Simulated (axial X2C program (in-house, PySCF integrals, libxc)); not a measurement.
## MgCr: bond constants with and without spin–orbit coupling

Calculated with an in-house all-electron X2C program for linear molecules (integrals from PySCF). Spin-free means the one-electron spin-free X2C Hamiltonian; two-component (2c) means X2C with spin–orbit coupling and atomic mean-field two-electron Coulomb and Gaunt terms, so the difference of the two also holds small scalar two-electron terms. Basis: Cr dyall-cv3z [9s10p6d3f2g], Mg dyall-cv3z [9s8p6d3f] (cores contracted in-house); Gaussian nuclei, density fitting, unrestricted open shells. Masses: Cr 51.941 u, Mg 23.985 u.

Input file and command:
```json
{"zs": [24, 12], "q": 0, "bas": ["dyall-cv3z", "dyall-cv3z"], "levels": ["PBE0", "HF", "BP86"], "cc": true, "r0": 2.61, "thr": -2.0, "nmax": 90, "npts": 10, "nst": 2, "ntry": 6}
```
```bash
python so2c.py task.json out
```

Keys: zs atomic numbers; q charge; bas basis sets; levels methods; cc coupled cluster on or off; r0 starting distance in Å; thr threshold in hartree for freezing inner shells (an s shell follows its p shell); nmax most natural virtual spinors; npts points on the curve; nst determinants followed; ntry starts of the search. HF also brings MP2.

State, spin-free: M_S = 3, Λ = 0 (beyond evenly filled blocks: 2 × σα, π+α, π-α, δ+α, δ-α); electrons by block: σα: 11, σβ: 9, π+α: 4, π+β: 3, π-α: 4, π-β: 3, δ+α: 1, δ-α: 1. Fragments: Cr + Mg.

State, 2c: Ω = 3 (⟨Sz⟩ = 3.00, ⟨Lz⟩ = 0.00 at PBE0); electrons by block: 1/2: 14, -1/2: 13, 3/2: 4, -3/2: 4, 5/2: 1. Fragments: Cr + Mg.

```json
{"Hamiltonian": "spin-free", "level": "PBE0", "Re (Å)": "2.919", "ωe (cm⁻¹)": "156.9", "ωexe (cm⁻¹)": "1.74", "αe (cm⁻¹)": "0.00148", "De (eV)": "0.374", "k (mdyn/Å)": "0.238", "μ (D)": "-0.26"}
{"Hamiltonian": "spin-free", "level": "MP2", "Re (Å)": "3.004", "ωe (cm⁻¹)": "125.9", "ωexe (cm⁻¹)": "2.84", "αe (cm⁻¹)": "0.00223", "De (eV)": "0.157", "k (mdyn/Å)": "0.153", "μ (D)": "n/a"}
{"Hamiltonian": "spin-free", "level": "CCSD", "Re (Å)": "2.995", "ωe (cm⁻¹)": "130.5", "ωexe (cm⁻¹)": "2.37", "αe (cm⁻¹)": "0.00198", "De (eV)": "0.218", "k (mdyn/Å)": "0.165", "μ (D)": "n/a"}
{"Hamiltonian": "spin-free", "level": "CCSD(T)", "Re (Å)": "2.930", "ωe (cm⁻¹)": "146.6", "ωexe (cm⁻¹)": "2.18", "αe (cm⁻¹)": "0.00178", "De (eV)": "0.285", "k (mdyn/Å)": "0.208", "μ (D)": "n/a"}
{"Hamiltonian": "spin-free", "level": "BP86", "Re (Å)": "2.858", "ωe (cm⁻¹)": "172.8", "ωexe (cm⁻¹)": "1.71", "αe (cm⁻¹)": "0.00142", "De (eV)": "0.475", "k (mdyn/Å)": "0.289", "μ (D)": "0.03"}
{"Hamiltonian": "2c", "level": "PBE0", "Re (Å)": "2.920", "ωe (cm⁻¹)": "156.7", "ωexe (cm⁻¹)": "1.74", "αe (cm⁻¹)": "0.00148", "De (eV)": "0.373", "k (mdyn/Å)": "0.237", "μ (D)": "-0.26"}
{"Hamiltonian": "2c", "level": "MP2", "Re (Å)": "3.006", "ωe (cm⁻¹)": "125.6", "ωexe (cm⁻¹)": "2.85", "αe (cm⁻¹)": "0.00223", "De (eV)": "0.156", "k (mdyn/Å)": "0.152", "μ (D)": "n/a"}
{"Hamiltonian": "2c", "level": "CCSD", "Re (Å)": "2.997", "ωe (cm⁻¹)": "130.2", "ωexe (cm⁻¹)": "2.37", "αe (cm⁻¹)": "0.00198", "De (eV)": "0.217", "k (mdyn/Å)": "0.164", "μ (D)": "n/a"}
{"Hamiltonian": "2c", "level": "CCSD(T)", "Re (Å)": "2.931", "ωe (cm⁻¹)": "146.2", "ωexe (cm⁻¹)": "2.18", "αe (cm⁻¹)": "0.00178", "De (eV)": "0.284", "k (mdyn/Å)": "0.207", "μ (D)": "n/a"}
{"Hamiltonian": "2c", "level": "BP86", "Re (Å)": "2.859", "ωe (cm⁻¹)": "172.7", "ωexe (cm⁻¹)": "1.73", "αe (cm⁻¹)": "0.00142", "De (eV)": "0.474", "k (mdyn/Å)": "0.288", "μ (D)": "0.03"}
```

Correlated methods: 8 electrons correlated (number of frozen shells: Cr 3 s, 2 p; Mg 2 s, 1 p), 308 virtual spin orbitals or spinors in MP2, 90 natural virtuals in coupled cluster.

Dipoles are positive if Mg is the positive end.

The state is one determinant whose occupation by symmetry is held fixed; it was picked as the lowest of a PBE0 search that is not exhaustive. Dissociation energies refer to the lowest single-determinant-based atoms at the same level and basis. Density functionals use the spin component along the axis (collinear). CCSD and (T) use frozen natural virtuals with an MP2 correction for the truncation; (T) itself is uncorrected, so its De runs slightly low. Other states lie close and PBE0, whose exact exchange favours high spin, may order them wrongly; the determinant shown need not be the ground state. The nearest other spin-free determinant of the search, M_S = 2, Λ = 0, lies 0.74 eV up at the distance of the search. With several unpaired electrons one determinant need not be a pure state. Open-shell Ω = 0 determinants with evenly filled partner blocks cannot be reached by this program, so the Ω shown need not be the lowest component.

No reliable constants came from HF (2c), HF (spin-free): no minimum in range, unconverged points, a curve that is not smooth, a change of character along it, or the two Hamiltonians disagreeing along it.

Rough cost a point (2c) on 1 thread(s) of a shared host, integrals apart: PBE0 0.8 s, CCSD(T) 5 s, BP86 0.5 s.
